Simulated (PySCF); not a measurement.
AlH3O3, SMILES [OH][Al]([OH])[OH].

The structure is a stationary point at B3LYP-D3(BJ)/def2-SVP. The isomer is the one that the SMILES or the coordinates give; other isomers of the formula were not compared. One conformer was computed; it need not be the lowest.

Calculation: ωB97X/def2-TZVPD (PySCF).

Symmetry labels are those of the subgroup Cs that the program uses (full group C3h).

Computed valence orbital energies around the gap with their symmetry:
```
orbital  symmetry  energy (eV)
-------  --------  -----------
HOMO−7         A'       -16.40
HOMO−6         A'       -16.40
HOMO−5         A"       -12.46
HOMO−4         A'       -12.40
HOMO−3         A'       -12.37
HOMO−2         A'       -12.37
HOMO−1         A"       -11.66
HOMO           A"       -11.66
LUMO           A'         0.76
LUMO+1         A'         2.35
LUMO+2         A'         2.35
LUMO+3         A"         2.62
```
